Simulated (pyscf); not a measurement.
Structures and frequencies: ωB97X-D3(BJ)/def2-SVP in PySCF. Correlated levels are frozen-core, on RHF or UHF. ΔMP2 is the change of the MP2 total energy from the triple- to the quadruple-zeta basis.

Problem. What is the homolytic dissociation enthalpy (298 K, CCSD(T)/def2-TZVPP + ΔMP2(QZVPP)) of the B–B bond of O=B–BH–OH, to [B=O]• + [HB–OH]•?

Solution. B–B to [B=O]• + [HB–OH]•: 110.0 kcal/mol. The radicals are drawn with the spin at the cut bond; how far it spreads was not checked. O=B–BH–OH lies 15.8 kcal/mol over its isomer H₂B–O–B=O (electronic energy, ωB97M-D3(BJ)/def2-TZVP). [HB–OH]• lies 5.8 kcal/mol over its isomer H₂B–O• (electronic energy, ωB97M-D3(BJ)/def2-TZVP). The CCSD(T) − MP2 part came from Ansatz, without density fitting, on the same reference.
